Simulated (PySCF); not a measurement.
# Lu⁵⁹⁺ (lutetium, charge +59) across methods

[Ne] 3s2, closed-shell 1S. Computed with PySCF 2.14 in an uncontracted even-tempered set (17 s from 16 bohr⁻², ratio 2.5; 12 p from 21 bohr⁻², ratio 2.5; 4 d from 77 bohr⁻², ratio 2.7; 4 f from 110 bohr⁻², ratio 2.7), with scalar relativity by spin-free X2C-1e.

```json
{"method": "BLYP", "E (hartree)": "-10564.27", "mean ε 2s (eV)": "-15333.4", "mean ε 2p (eV)": "-14115.8", "mean ε 3s (eV)": "-6286.5", "Σ⟨r²⟩ (bohr²)": "0.1390", "⟨S²⟩": "0.000"}
{"method": "M06-2X", "E (hartree)": "-10564.19", "mean ε 2s (eV)": "-15428.8", "mean ε 2p (eV)": "-14198.3", "mean ε 3s (eV)": "-6306.1", "Σ⟨r²⟩ (bohr²)": "0.1391", "⟨S²⟩": "0.000"}
{"method": "LDA", "E (hartree)": "-10553.52", "mean ε 2s (eV)": "-15319.8", "mean ε 2p (eV)": "-14109.1", "mean ε 3s (eV)": "-6283.1", "Σ⟨r²⟩ (bohr²)": "0.1391", "⟨S²⟩": "0.000"}
{"method": "r2SCAN", "E (hartree)": "-10563.36", "mean ε 2s (eV)": "-15362.6", "mean ε 2p (eV)": "-14134.7", "mean ε 3s (eV)": "-6285.9", "Σ⟨r²⟩ (bohr²)": "0.1391", "⟨S²⟩": "0.000"}
{"method": "UHF", "E (hartree)": "-10562.26326", "mean ε 2s (eV)": "-15547.4", "mean ε 2p (eV)": "-14279.0", "mean ε 3s (eV)": "-6329.7", "Σ⟨r²⟩ (bohr²)": "0.1391", "⟨S²⟩": "0.000"}
{"method": "PBE0", "E (hartree)": "-10563.19", "mean ε 2s (eV)": "-15386.8", "mean ε 2p (eV)": "-14156.1", "mean ε 3s (eV)": "-6296.9", "Σ⟨r²⟩ (bohr²)": "0.1390", "⟨S²⟩": "0.000"}
{"method": "PBE", "E (hartree)": "-10563.34", "mean ε 2s (eV)": "-15332.7", "mean ε 2p (eV)": "-14114.5", "mean ε 3s (eV)": "-6285.5", "Σ⟨r²⟩ (bohr²)": "0.1390", "⟨S²⟩": "0.000"}
```

Spin-orbit coupling, which splits the p, d and f shells strongly at this Z, is absent.
